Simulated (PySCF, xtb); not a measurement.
Be(I)(SiH3) (BeH₃ISi), SMILES [SiH3][Be][I].

Harmonic wavenumbers (cm⁻¹) from GFN2-xTB (xtb 6.7.1) at its own minimum, in rising order: 102, 102, 240, 324, 324, 836, 857, 857, 861, 2183, 2184, 2199.

Q: What does B3LYP-D3(BJ)/def2-TZVP in PySCF give at its own minimum? (The exact figures need the calculation; the answer reports its results.)

A: 149, 149, 236, 485, 485, 831, 891, 950, 950, 2194, 2198, 2198. Paired by order, the mean absolute difference is 56 cm⁻¹ and the zero-point energies are 15.8 and 16.7 kcal/mol.
